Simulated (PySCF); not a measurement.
Members of one series of related molecules.

All values: PBE0/pcSseg-1 (PySCF) at GFN2-xTB geometries, gas phase, one conformer each.

(1) Rank by HOMO–LUMO gap, lowest first.
A. `C[SiH2][C@@H]1C[SiH2][C@@H]1C`
B. `C[SiH2][C@@H]1CC[C@@H]1C`
C. `C#C[C@@H]1C[C@H](C)[C@H]1[SiH2]C`
D. `C[SiH2][C@@H]1CC[C@H](C)[SiH2]1`
E. `C[SiH2]C1=C(C)CC1`

Results:

(1) E (6.94 eV), A (7.50 eV), C (8.24 eV), D (8.41 eV), B (8.92 eV).

All values together:

```tsv
SMILES	change	formula	μ (D)	HOMO (eV)	LUMO (eV)	lowest IAO charge (e)	highest IAO charge (e)	lowest Hirshfeld charge (e)	highest Hirshfeld charge (e)
C[SiH2][C@@H]1CC[C@@H]1C	parent	C6H14Si	0.79	-7.78	1.14	-0.714 (C)	+0.745 (Si)	-0.214 (C)	+0.338 (Si)
C#C[C@@H]1C[C@H](C)[C@H]1[SiH2]C	H on C replaced by ethynyl	C8H14Si	0.44	-7.43	0.81	-0.715 (C)	+0.757 (Si)	-0.213 (C)	+0.340 (Si)
C[SiH2][C@@H]1CC[C@H](C)[SiH2]1	SiH2 inserted into a C-C bond	C6H16Si2	0.53	-7.65	0.77	-0.715 (C)	+0.759 (Si)	-0.214 (C)	+0.335 (Si)
C[SiH2][C@@H]1C[SiH2][C@@H]1C	C replaced by Si	C5H14Si2	0.62	-7.26	0.23	-0.715 (C)	+0.746 (Si)	-0.214 (C)	+0.342 (Si)
C[SiH2]C1=C(C)CC1	C-C bond made double	C6H12Si	0.79	-6.82	0.12	-0.713 (C)	+0.746 (Si)	-0.212 (C)	+0.331 (Si)
```

Conformers: `[CH3:1][SiH2:2][C@@H:3]1[CH2:4][CH2:5][C@@H:6]1[CH3:7]` with C1–Si2–C3–C4 178°, Si2–C3–C4–C5 -106°, C3–C4–C5–C6 -15°, C4–C5–C6–C7 139°, Si2–C3–C6–C5 100°; `[CH:1]#[C:2][C@@H:3]1[CH2:4][C@H:5]([CH3:6])[C@H:7]1[SiH2:8][CH3:9]` with C5–C7–Si8–C9 173°, C2–C3–C4–C5 -131°, C3–C4–C5–C6 132°, C4–C5–C7–Si8 -133°, C2–C3–C7–C5 132°; `[CH3:1][SiH2:2][C@@H:3]1[CH2:4][CH2:5][C@H:6]([CH3:7])[SiH2:8]1` with C1–Si2–C3–C4 -176°, Si2–C3–C4–C5 -88°, C3–C4–C5–C6 -52°, C4–C5–C6–C7 165°, C5–C6–Si8–C3 -16°; `[CH3:1][SiH2:2][C@@H:3]1[CH2:4][SiH2:5][C@@H:6]1[CH3:7]` with C1–Si2–C3–C4 -175°, Si2–C3–C4–Si5 -147°, C3–C4–Si5–C6 14°, C4–Si5–C6–C7 103°, Si2–C3–C6–Si5 143°; `[CH3:1][SiH2:2][C:3]1=[C:4]([CH3:5])[CH2:6][CH2:7]1` with C1–Si2–C3–C4 164°.

Task: Give the shifts from the parent, `C[SiH2][C@@H]1CC[C@@H]1C`.

Result: 
```tsv
SMILES	change in μ (D)	change in HOMO (eV)	change in LUMO (eV)
C#C[C@@H]1C[C@H](C)[C@H]1[SiH2]C	-0.35	+0.35	-0.33
C[SiH2][C@@H]1CC[C@H](C)[SiH2]1	-0.26	+0.13	-0.37
C[SiH2][C@@H]1C[SiH2][C@@H]1C	-0.17	+0.52	-0.91
C[SiH2]C1=C(C)CC1	0.00	+0.96	-1.02
```
